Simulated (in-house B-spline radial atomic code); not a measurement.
Configurations of Mg²⁺, with energies counted from [He] 2s2 2p6. Level of theory: scalar-relativistic (X2C) BHandHLYP, spin-polarised, spherical fractional occupations, Fermi nucleus of rms radius 3.057 fm; calculated with a radial B-spline atomic code at the basis-set limit. Caution: exact exchange at fractional occupations of open shells leaves self-interaction of up to several eV. Shells without spins written out take the highest spin.

Occupations are held fixed; configurations that lie above the ionisation limit could autoionise.

```tsv
configuration	E - E(ref) (eV)	highest orbital	its <r> (bohr)
[He] 2s2 2p(2 up, 3 down) 3s(1 up, 0 down)	58.543	3s up	2.302
[He] 2s2 2p(3 up, 2 down) 3d(0 up, 1 down)	73.04	3d down	3.439
[He] 2s1 2p6 3d1	103.95	3d up	3.414
[He] 2s(0 up, 1 down) 2p6 3d(1 up, 0 down)	104	3d up	3.434
```

Task: Order these further configurations by energy, lowest first.
A. [He] 2s2 2p5 3p1
B. [He] 2s1 2p6 3p1
C. [He] 2s(0 up, 1 down) 2p6 3s(0 up, 1 down)
D. [He] 2s2 2p5 3d1
E. [He] 2s2 2p5 3s1

Result: E (58.302 eV), A (65.722 eV), D (72.993 eV), C (89.305 eV), B (96.752 eV).
